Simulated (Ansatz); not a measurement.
C4H7O, SMILES C[CH]C(C)=O, multiplicity 2.

Geometry optimised at TPSSh-D3(BJ)/def2-SVP. The isomer is the one that the SMILES or the coordinates give; other isomers of the formula were not compared. One conformer was computed; it need not be the lowest.

Two levels are set side by side: PBE/def2-SVPD (Ansatz, a quantum-chemistry and plane-wave program) and CAM-B3LYP/def2-SVPD (Ansatz). Energy differences of separate SCF runs at the same geometry; the states with an electron removed or added have multiplicity 1 and 1. Differences are taken from unrounded values.

```json
[
 {"quantity": "vertical ionisation energy (eV)", "CAM-B3LYP": "9.18", "PBE": "8.92", "PBE minus CAM-B3LYP": "-0.26"},
 {"quantity": "vertical electron affinity (eV)", "CAM-B3LYP": "1.13", "PBE": "1.18", "PBE minus CAM-B3LYP": "0.05"}
]
```
